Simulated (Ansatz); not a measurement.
Start from `[CH3][Al]([CH3])[SnH3]` and change one element to get `C[B](C)[SnH3]`.

Ansatz, PBE0-D4/def2-TZVP geometries, multiplicity 1. 

Elements past krypton have def2 core potentials.

| property | `[CH3][Al]([CH3])[SnH3]` |
| --- | --- |
| HOMO–LUMO gap (ωB97M-V/def2-TZVPP) / eV | 9.00 |
| LUMO energy (B3LYP/def2-TZVPP) / eV | -1.72 |
| HOMO energy (PBE/def2-TZVPP) / eV | -5.95 |
| LUMO energy (PBE/def2-TZVPP) / eV | -2.26 |
| HOMO energy (ωB97M-V/def2-TZVPP) / eV | -8.93 |
| HOMO–LUMO gap (B3LYP/def2-TZVPP) / eV | 5.07 |

Task: Give the same properties after the change, and the shifts. (An estimate is asked.)

Result: Computed: 
| property | `C[B](C)[SnH3]` | shift |
| --- | --- | --- |
| HOMO–LUMO gap (ωB97M-V/def2-TZVPP) / eV | 9.88 | 0.88 |
| LUMO energy (B3LYP/def2-TZVPP) / eV | -1.57 | 0.15 |
| HOMO energy (PBE/def2-TZVPP) / eV | -6.14 | -0.19 |
| LUMO energy (PBE/def2-TZVPP) / eV | -2.33 | -0.07 |
| HOMO energy (ωB97M-V/def2-TZVPP) / eV | -9.31 | -0.38 |
| HOMO–LUMO gap (B3LYP/def2-TZVPP) / eV | 5.49 | 0.42 |

With PBE0 the HOMO falls by 0.26 eV and the LUMO rises by 0.15 eV, so the gap widens by about 0.41 eV. PBE moves the HOMO by -0.19 eV and ωB97M-V by -0.38 eV.

B3LYP here is the variant with VWN-RPA as its local correlation; programs differ in this.
